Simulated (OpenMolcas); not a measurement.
**N2+, P2+, As2+, Bi2+: ns² np down the group**

```yaml
Program: OpenMolcas 26.06
Method: SS-CASPT2, IPEA 0.25 Eh, imaginary shift 0.1 Eh
Basis: ANO-R2
Scalar_Hamiltonian: X2C, finite nucleus
Spin-orbit_coupling: RASSI with atomic mean-field integrals over the reference wave functions, term energies averaged over their components
```

Active space for each ion: 3 electrons in 8 orbitals (s p s p); closed shells correlated by CASPT2: N2+ 1s; P2+ 2s 2p; As2+ 3d; Bi2+ 5d.

Computed levels in cm-1 above ²P°_1/2:

| Level | N2+ | P2+ | As2+ | Bi2+ |
| --- | --- | --- | --- | --- |
| ²P°_3/2 | 168 | 489 | 2470 | 18270 |
| weight of ²P° in the lowest level (%) | 100 | 100 | 100 | 100 |

Measured, with the error of the calculation in %. Measured levels: N2+ from Moore, Selected Tables of Atomic Spectra, NSRDS-NBS 3, section 5; P2+ from Martin, Zalubas and Musgrove, J. Phys. Chem. Ref. Data 14, 751 (1985); As2+ from Moore, Atomic Energy Levels, vol. II, NSRDS-NBS 35 (1971 reprint of NBS Circular 467, 1952); Bi2+ from Moore, Atomic Energy Levels, vol. III, NSRDS-NBS 35 (1971 reprint of NBS Circular 467, 1958).

```csv
Level,N2+,P2+,As2+,Bi2+
²P°_3/2,174 (-3.9),559 (-12.6),2940 (-16.0),20788 (-12.1)
```

The fine-structure level ²P°_3/2 changes by a factor of 109 from N2+ to Bi2+.

Over all roots computed the reference weight is 0.86 to 0.99 in P2+, 0.87 to 0.96 in As2+, 0.86 to 0.94 in Bi2+; the roots of lowest weight are the least certain, and an intruder state may touch them. Active for correlation alone: 3p 3s; no level in the range computed is led by a configuration that fills them, so any true level of that kind is missing (holds for N2+). The run also gave levels led by 3s² 4p, which use shells meant for correlation; these and all levels above them are left out (holds for P2+). Active for correlation alone: 5p 5s; no level in the range computed is led by a configuration that fills them, so any true level of that kind is missing (holds for As2+). The run also gave levels led by 6s 6p 7s, 6s² 7p, 6s² 7s, which use shells meant for correlation; these and all levels above them are left out (holds for Bi2+). Measured partners are found by configuration, term and J. A level has none where our copy of the source lacks it or the pairing is in doubt (some pairs that miss far off the trend of their configuration count as doubtful), and it then counts in no deviation. Only configurations of the active space appear.

° marks odd parity.
